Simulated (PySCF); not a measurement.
**C$_{4}$H$_{6}$BCl$_{3}$O$_{2}$: full NMR table**

```yaml
Formula: C4H6BCl3O2
SMILES: ClC(Cl)(Cl)C1COBOC1
InChI: InChI=1S/C4H6BCl3O2/c6-4(7,8)3-1-9-5-10-2-3/h3,5H,1-2H2
Point_group_of_the_computed_structure: Cs
Carbon_signals: 3
Proton_signals: 4
```

Bonds (- single, = double, # triple, : aromatic): Cl1-C2, C2-Cl3, C2-Cl4, C2-C5, C5-C6, C6-O7, O7-B8, B8-O9, O9-C10, C10-C5. C5 carries H11; C6 carries H12, H13; B8 carries H14; C10 carries H15, H16. H13, H15 are cis to C2 on the ring; H12, H16 are trans to C2 on the ring.

- geometry: PBE0-D3(BJ)/def2-SVP
- NMR shieldings at PBE0/pcSseg-1/GIAO
- run in PySCF
- no relativistic terms, one computed conformer, one averaged value for each set of equivalent atoms, in vacuum

Scale: ¹H (σref 31.27), ¹³C (σref 184.41) vs TMS; BF3·OEt2 for ¹¹B (σref 100.73); ¹⁷O (σref 334.56) against H2O (reference shieldings calculated alike).

| carbon | δC, type | δH (multiplicity) | HMBC from (2–3 bonds) | span of the C tensor (ppm) |
| --- | --- | --- | --- | --- |
| C2 | 121.8, C | – | H12/H16, H13/H15, H11 | 15 |
| C5 | 56.5, CH | 2.44 (m) | H12/H16, H13/H15 | 43 |
| C6/C10 | 64.0, CH2 | H12 4.40 (m); H13 3.94 (m) | H12/H16, H14, H13/H15, H11 | 52 |

Other nuclei:
```csv
atoms,nucleus,environment,δ (ppm),σ (ppm)
H14,¹H,"hydrogen on a boron bonded to 2 O, in a 6-membered ring",4.11,27.15
B8,¹¹B,"boron bonded to 2 O, H, in a 6-membered ring",23.1,77.6
O7/O9,¹⁷O,"oxygen bonded to C, B, in a 6-membered ring",119.8,214.7
```

- δC 121.8: fully substituted sp3 carbon bonded to 3 Cl; 3 electronegative neighbours deshield it.
- δC 64.0: sp3 CH2 bonded to O; deshielded by the electronegative neighbour.
- δC 56.5: sp3 CH in a ring.
- δH 4.40, 3.94: hydrogen on an sp3 CH2 bonded to O; its carbon carries O, which withdraws density.
- δH 4.11: hydrogen on a boron bonded to 2 O, in a 6-membered ring.

Hydrogens on boron are broadened and split by ¹¹B (spin 3/2, 80 %) and 10B (spin 3). Carbons that carry Cl, above all several Cl atoms, come out too deshielded, partly because spin–orbit coupling is missing. Shifts are as computed. Against solution values, carbons near 30 ppm lie about +2 ppm off and those near 130 ppm about +5 ppm; carbons on Cl a further +5 ppm. Of 1309 compounds with measured shifts, 239 miss one by over three times the rms of a fit or turn the order of signals round; such compounds aren't used in these exercises. Experimental scales use liquid or dissolved standards, which lie at an offset from isolated H2O (liquid H2O: subtract about 36 ppm). No couplings were computed; multiplicities are counted from neighbouring protons, with m where these are inequivalent, close in shift, in a saturated or five-membered ring or joined by F or P, and br s for small geminal =CH2 splittings.
